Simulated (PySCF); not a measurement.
Rows and methods have been separated. Pair them.

Species: B₂Cl₂H₃ (charge -1).
Z-matrix (Å and degrees, PBE0-D3(BJ)/def2-SVP geometry), rows numbered from 1:
```
B 
B   1  1.6743
Cl  2  1.8203  1  126.98
Cl  2  1.8225  1  123.68  3   178.89
H   1  1.2380  2  113.89  3     3.68
H   1  1.2477  2  105.66  3  -118.28
H   1  1.2450  2  107.95  3   128.29
```

The closed-shell ground state was solved 4 times with PySCF (density fitting, gas phase), always with PBE0, in these basis sets: aug-cc-pVDZ, aug-cc-pVTZ, def2-SVPD and pcSseg-1. No diffuse functions stand in pcSseg-1, which bears on an anion's orbital energies.

| row | total energy (Eh) | HOMO (eV) | LUMO (eV) |
| --- | --- | --- | --- |
| P | -971.5966 | -2.53 | 3.79 |
| Q | -971.7023 | -2.62 | 2.94 |
| R | -971.3349 | -2.62 | 3.54 |
| S | -971.6638 | -2.62 | 3.20 |

Which basis belongs to which row?

P = pcSseg-1, Q = aug-cc-pVTZ, R = def2-SVPD, S = aug-cc-pVDZ. From the lowest total energy up: aug-cc-pVTZ (261 functions) 0 eV; aug-cc-pVDZ (127 functions) +1.05 eV; pcSseg-1 (97 functions) +2.87 eV; def2-SVPD (118 functions) +10.00 eV.
